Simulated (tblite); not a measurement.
Species: C9H15B.
SMILES with atom numbers: `[CH:1]#[C:2][BH:3]/[CH:4]=[CH:5]\[CH2:6][C:7]([CH3:8])([CH3:9])[CH3:10]` (hydrogens: H11 on C1; H12 on B3; H13 on C4; H14 on C5; H15, H16 on C6; H17, H18, H19 on C8; H20, H21, H22 on C9; H23, H24, H25 on C10)

Computed with GFN2-xTB (tblite), gas phase: L-BFGS steps from a force-field or distance-geometry start until the largest atomic force falls under 0.01 eV/Å.

Step 100: E = -763.3626 eV
```
atom  x, y, z in Å  |  force x, y, z in eV/Å
C1      5.3810    0.7010    0.0560   -0.013   0.016   0.004
C2      4.1793    0.8002    0.0313   -0.044  -0.023   0.018
B3      2.6732    0.8399    0.0321    0.018  -0.032  -0.036
C4      1.9228    0.0275   -1.0501   -0.010   0.021  -0.010
C5      0.7554   -0.6132   -0.9297   -0.019  -0.028   0.012
C6     -0.0098   -0.7713    0.3418    0.041  -0.009   0.001
C7     -1.5128   -0.4475    0.2265    0.029  -0.026  -0.037
C8     -1.6635    0.9912   -0.2721    0.020  -0.006   0.003
C9     -2.1334   -0.5904    1.6187   -0.009   0.008  -0.017
C10    -2.2257   -1.4040   -0.7341   -0.008  -0.018  -0.012
H11     6.4297    0.6253    0.0820    0.020   0.015  -0.012
H12     2.1183    1.4965    0.8310    0.014  -0.018   0.010
H13     2.4063   -0.0407   -2.0220   -0.007   0.007   0.016
H14     0.3291   -1.1312   -1.7824    0.031  -0.007   0.007
H15     0.1013   -1.8085    0.6778   -0.022   0.003  -0.004
H16     0.4303   -0.1333    1.1098    0.024  -0.004  -0.012
H17    -1.0961    1.1287   -1.1908   -0.039   0.014   0.005
H18    -2.7055    1.2304   -0.4686   -0.033  -0.011   0.027
H19    -1.2816    1.6897    0.4680    0.005   0.025   0.006
H20    -3.1807   -0.3009    1.6015   -0.035   0.020  -0.001
H21    -1.6149    0.0399    2.3370   -0.005   0.030   0.016
H22    -2.0703   -1.6200    1.9638    0.004  -0.020  -0.011
H23    -1.9700   -1.1921   -1.7700    0.022  -0.002   0.032
H24    -3.3039   -1.2965   -0.6291    0.009   0.012  -0.024
H25    -1.9693   -2.4404   -0.5196    0.011   0.035   0.019
```

Step 101: E = -763.3638 eV
```
atom  x, y, z in Å  |  force x, y, z in eV/Å
C1      5.3938    0.7176    0.0320   -0.057   0.009  -0.007
C2      4.1900    0.7978    0.0222    0.036  -0.017   0.019
B3      2.6846    0.8240    0.0419   -0.017  -0.033  -0.022
C4      1.9270    0.0179   -1.0393   -0.007   0.016  -0.010
C5      0.7555   -0.6154   -0.9172   -0.027  -0.022   0.014
C6     -0.0144   -0.7673    0.3525    0.036  -0.014  -0.001
C7     -1.5175   -0.4456    0.2279    0.028  -0.023  -0.041
C8     -1.6642    0.9927   -0.2713    0.022   0.004  -0.011
C9     -2.1493   -0.5893    1.6147   -0.005  -0.007  -0.009
C10    -2.2213   -1.4022   -0.7395   -0.010  -0.009  -0.010
H11     6.4439    0.6530    0.0390    0.007   0.018  -0.006
H12     2.1337    1.4637    0.8575    0.020  -0.016   0.003
H13     2.4079   -0.0548   -2.0123   -0.007   0.008   0.018
H14     0.3262   -1.1302   -1.7703    0.030  -0.015   0.003
H15     0.0955   -1.8033    0.6932   -0.016   0.013   0.001
H16     0.4219   -0.1241    1.1182    0.020  -0.016  -0.007
H17    -1.0869    1.1308   -1.1842   -0.053   0.012   0.006
H18    -2.7050    1.2306   -0.4779   -0.017  -0.003   0.031
H19    -1.2875    1.6901    0.4724   -0.010   0.031   0.009
H20    -3.1969   -0.3009    1.5942   -0.034   0.044  -0.024
H21    -1.6346    0.0370    2.3385   -0.002   0.038   0.021
H22    -2.0920   -1.6195    1.9567    0.021  -0.049   0.002
H23    -1.9633   -1.1804   -1.7726    0.017  -0.015   0.026
H24    -3.3006   -1.3042   -0.6379    0.009   0.019  -0.020
H25    -1.9576   -2.4375   -0.5294    0.014   0.026   0.013
```

Step 102: E = -763.3651 eV
```
atom  x, y, z in Å  |  force x, y, z in eV/Å
C1      5.3993    0.7313    0.0181    0.034  -0.015  -0.026
C2      4.1954    0.7948    0.0167   -0.057  -0.005   0.021
B3      2.6904    0.8103    0.0502    0.001  -0.036  -0.032
C4      1.9286    0.0110   -1.0318    0.010   0.009  -0.005
C5      0.7564   -0.6204   -0.9085   -0.040  -0.015   0.012
C6     -0.0167   -0.7659    0.3596    0.013  -0.013  -0.002
C7     -1.5197   -0.4438    0.2278    0.025  -0.008  -0.026
C8     -1.6649    0.9943   -0.2711    0.029   0.008   0.034
C9     -2.1601   -0.5864    1.6110   -0.005  -0.027   0.000
C10    -2.2164   -1.3999   -0.7443   -0.002  -0.011  -0.003
H11     6.4492    0.6714    0.0070    0.024   0.027   0.006
H12     2.1446    1.4373    0.8762   -0.004   0.012   0.038
H13     2.4091   -0.0630   -2.0043   -0.006   0.003   0.002
H14     0.3274   -1.1337   -1.7618    0.018  -0.028  -0.010
H15     0.0885   -1.8006    0.7058   -0.002   0.020   0.004
H16     0.4186   -0.1176    1.1214    0.012  -0.028   0.008
H17    -1.0886    1.1345   -1.1826   -0.034   0.009  -0.034
H18    -2.7058    1.2293   -0.4749   -0.041   0.022   0.019
H19    -1.2869    1.6909    0.4732   -0.021   0.031   0.008
H20    -3.2089   -0.3009    1.5900   -0.009   0.059  -0.050
H21    -1.6478    0.0390    2.3373   -0.005   0.035   0.024
H22    -2.1050   -1.6171    1.9511    0.033  -0.061   0.017
H23    -1.9573   -1.1687   -1.7746    0.009  -0.026   0.008
H24    -3.2967   -1.3126   -0.6440    0.008   0.026  -0.018
H25    -1.9434   -2.4333   -0.5383    0.009   0.012   0.005
```

Step 103: E = -763.3657 eV
```
atom  x, y, z in Å  |  force x, y, z in eV/Å
C1      5.4095    0.7445   -0.0008   -0.067  -0.022  -0.035
C2      4.2036    0.7929    0.0104    0.072  -0.003   0.021
B3      2.6983    0.7979    0.0588    0.004  -0.009   0.011
C4      1.9317    0.0032   -1.0220   -0.005  -0.009   0.000
C5      0.7565   -0.6242   -0.8987   -0.006   0.000  -0.001
C6     -0.0205   -0.7641    0.3671   -0.004  -0.003   0.001
C7     -1.5232   -0.4427    0.2277    0.012   0.002   0.001
C8     -1.6659    0.9956   -0.2705    0.001   0.015   0.023
C9     -2.1722   -0.5855    1.6083    0.010  -0.028  -0.002
C10    -2.2134   -1.3983   -0.7496    0.007  -0.002   0.005
H11     6.4609    0.6919   -0.0283   -0.028   0.034   0.014
H12     2.1561    1.4137    0.8977    0.016  -0.006   0.011
H13     2.4129   -0.0737   -1.9938   -0.011  -0.001  -0.009
H14     0.3290   -1.1367   -1.7531    0.008  -0.032  -0.008
H15     0.0820   -1.7969    0.7185    0.006   0.011   0.006
H16     0.4118   -0.1120    1.1271    0.012  -0.031   0.012
H17    -1.0867    1.1383   -1.1801   -0.036   0.002  -0.028
H18    -2.7070    1.2297   -0.4776   -0.026   0.024   0.018
H19    -1.2918    1.6916    0.4758   -0.017   0.036   0.015
H20    -3.2218   -0.2985    1.5838    0.031   0.050  -0.058
H21    -1.6615    0.0392    2.3380   -0.024   0.011   0.002
H22    -2.1196   -1.6176    1.9467    0.030  -0.036   0.016
H23    -1.9542   -1.1581   -1.7778    0.002  -0.031   0.001
H24    -3.2943   -1.3197   -0.6493    0.011   0.025  -0.020
H25    -1.9311   -2.4301   -0.5493    0.001   0.002   0.004
```

Q: Estimate the geometry and energy of step 104. (The exact step hangs on the optimiser's Hessian estimate; all steps are aligned on step 103, rigid shifts and turns removed.)

A: E = -763.3663 eV, largest force 0.085 eV/Å
```
atom  x, y, z in Å  |  force x, y, z in eV/Å
C1      5.4019    0.7405    0.0073   -0.002  -0.026  -0.039
C2      4.1969    0.7902    0.0148    0.040   0.003   0.010
B3      2.6938    0.8003    0.0554   -0.060   0.003   0.041
C4      1.9287    0.0067   -1.0265   -0.001  -0.020  -0.001
C5      0.7568   -0.6264   -0.9025    0.012   0.006  -0.018
C6     -0.0185   -0.7661    0.3639   -0.015   0.005   0.000
C7     -1.5207   -0.4427    0.2270   -0.006   0.019   0.024
C8     -1.6653    0.9959   -0.2695   -0.035   0.008   0.000
C9     -2.1679   -0.5841    1.6094    0.019  -0.019   0.000
C10    -2.2122   -1.3984   -0.7489    0.017   0.018   0.011
H11     6.4521    0.6857   -0.0183    0.016   0.032   0.017
H12     2.1512    1.4171    0.8935    0.011  -0.004   0.008
H13     2.4116   -0.0688   -1.9972   -0.013  -0.003  -0.019
H14     0.3340   -1.1425   -1.7570   -0.006  -0.031  -0.002
H15     0.0817   -1.7984    0.7153    0.015  -0.006   0.010
H16     0.4164   -0.1147    1.1227    0.011  -0.027   0.020
H17    -1.0953    1.1398   -1.1845   -0.024  -0.003  -0.028
H18    -2.7087    1.2296   -0.4678   -0.016   0.022   0.018
H19    -1.2870    1.6924    0.4733   -0.002   0.042   0.030
H20    -3.2184   -0.2972    1.5860    0.056   0.028  -0.058
H21    -1.6570    0.0448    2.3367   -0.034  -0.015  -0.014
H22    -2.1112   -1.6163    1.9492    0.017  -0.004   0.016
H23    -1.9530   -1.1583   -1.7764    0.005  -0.028  -0.020
H24    -3.2927   -1.3198   -0.6487   -0.001   0.023  -0.015
H25    -1.9282   -2.4288   -0.5483   -0.002  -0.024   0.007
```

The energy changes by -0.0006 eV. The first-order estimate −F·Δx gives -0.0011 eV and the mean of the old and new forces, exact on a quadratic surface, -0.0006 eV. The step makes an angle of 80° with the force vector and moves no atom by more than 0.015 Å.

The cost below is that of the whole relaxation. Time: 4.5 s of wall time. Hardware: one thread, Arm Neoverse N1 (aarch64), no GPU, shared host.
